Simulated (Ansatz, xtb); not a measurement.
## Ranking isomers of GaH3NSi

4 gas-phase structures of GaH3NSi, found in a search over its isomers (lower ones may exist). Each was relaxed with GFN2-xTB; where two conformers were screened, the lower at r2SCAN-D4/def2-SVP is listed:

A. `[SiH3][N][Ga]`, a doublet
B. `[NH2][Ga][SiH]`, a doublet
C. `[NH+]1=[Si][GaH2-]1`, a doublet
D. `[SiH2][NH][Ga]`, a doublet

Q: Which do you expect lowest at r2SCAN-D4/def2-SVP, and how would the others follow?

A: Calculated order at r2SCAN-D4/def2-SVP: D (0.0), B (20.1), C (21.3), A (22.3) kcal/mol. Less than 1 kcal/mol parts C and A, so the order within that pair means little.

Energies above the lowest of each column, in kcal/mol:

```csv
structure,GFN2-xTB,HF/STO-3G,r2SCAN-D4/def2-SVP
D,0.0,26.9,0.0
B,23.3,73.5,20.1
C,21.7,18.0,21.3
A,7.1,0.0,22.3
```

r2SCAN-D4/def2-SVP puts D lowest; HF/STO-3G picks A. Some further structures that were screened fall inside this span and aren't listed. Flexible structures stand in one conformer each, not always the lowest. Frequencies (BLYP-D3(BJ)/def2-SVP) were run for D alone. Open shells are spin-unrestricted, some with notable spin contamination.

Over these structures GFN2-xTB departs from r2SCAN-D4/def2-SVP by 6.1 kcal/mol on average once a common shift is removed. A GFN2-xTB relaxation took about 0.35 s and the r2SCAN-D4/def2-SVP energy about 8.9 s on a shared host (Ansatz 0.2.0, xtb 6.7.1).
